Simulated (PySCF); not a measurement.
[MoS(SH)4]- (charge -1 and doublet state).
Geometry (PBE0-D3(BJ)/def2-SVP, Å), atoms numbered from 1 in this order:
```xyz
10
H4MoS5 angstrom
Mo     0.2260    0.0473    0.3981
S      0.1509    0.6095    2.4315
S      2.5000   -0.4382   -0.2227
H      2.4231   -1.7850   -0.3307
S      0.7215    2.0518   -0.8397
H     -0.3358    2.7812   -0.4092
S     -2.0101    0.0733   -0.4739
H     -2.1031    1.3648   -0.8650
S     -0.0515   -2.3398    0.2179
H     -1.3962   -2.4417    0.0981
```

Computed with PySCF 2.14.0, PBE0-D3(BJ)/def2-SVP geometry optimisation, gas phase, def2 core potentials past Kr.

**Question.** Which atoms are bound to Mo1, and at what distances?

**Answer.** 5 atoms: S2 2.111 Å, S7 2.400 Å, S3 2.407 Å, S5 2.407 Å, S9 2.410 Å. The nearest atom not counted as bound is H6, at 2.91 Å.

**Question.** List the angles at Mo1.

**Answer.** 
| angle | degrees | distance of the outer atoms (Å) |
| --- | --- | --- |
| S5–Mo1–S9 | 144.1 | 4.58 |
| S3–Mo1–S7 | 142.1 | 4.55 |
| S2–Mo1–S3 | 109.6 | 3.70 |
| S2–Mo1–S9 | 109.4 | 3.69 |
| S2–Mo1–S7 | 108.3 | 3.66 |
| S2–Mo1–S5 | 106.3 | 3.62 |
| S5–Mo1–S7 | 89.8 | 3.39 |
| S3–Mo1–S9 | 83.7 | 3.21 |
| S7–Mo1–S9 | 82.9 | 3.18 |
| S3–Mo1–S5 | 80.8 | 3.12 |

**Question.** What is the shape at Mo1?

**Answer.** Square pyramidal: τ5 = (β − α)/60° = 0.03 from the two widest angles, 144.1° and 142.1° (0 for a square pyramid, 1 for a trigonal bipyramid). The Mo–S distances aren't all alike: 2.111 to 2.410 Å.

**Question.** What are the other bond lengths?

**Answer.** S3–H4 and 3 like bonds 1.354 Å.

**Question.** What are the rotational constants (commonest isotopes, rigid rotor)?

**Answer.** A = 912.8, B = 880.0, C = 722.2 MHz: an asymmetric top.

Charge -1, doublet. ⟨S²⟩ = 0.766 (exact for a doublet: 0.75). The geometry's basis has no diffuse functions, a weakness for an anion. Stationary, but not proved a minimum.
